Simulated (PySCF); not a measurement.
Al(AsH2)(H)(OH) (AlAsH₄O), SMILES [OH][AlH][AsH2]. The structure is a stationary point at ωB97X-D3(BJ)/def2-SVP. The values are those of a single conformer.

Problem. Give the equilibrium geometry at ωB97X-D3(BJ)/def2-SVP (PySCF confirms it by a frequency run) as bond lengths and angles. (Estimate from the structure and the level; the computed values follow.)

Solution. Several could match; the one computed here: 
Atoms: Al1 As2 H3 H4 H5 O6 H7. Bonds (Å): Al1–As2 2.400, Al1–H5 1.586, Al1–O6 1.706, As2–H3 1.521, As2–H4 1.519, O6–H7 0.960. Bond angles (°): As2–Al1–H5 124.0, As2–Al1–O6 115.9, H5–Al1–O6 120.0, Al1–As2–H3 91.3, Al1–As2–H4 91.3, H3–As2–H4 93.6, Al1–O6–H7 127.0.
Charge 0, spin multiplicity 1.
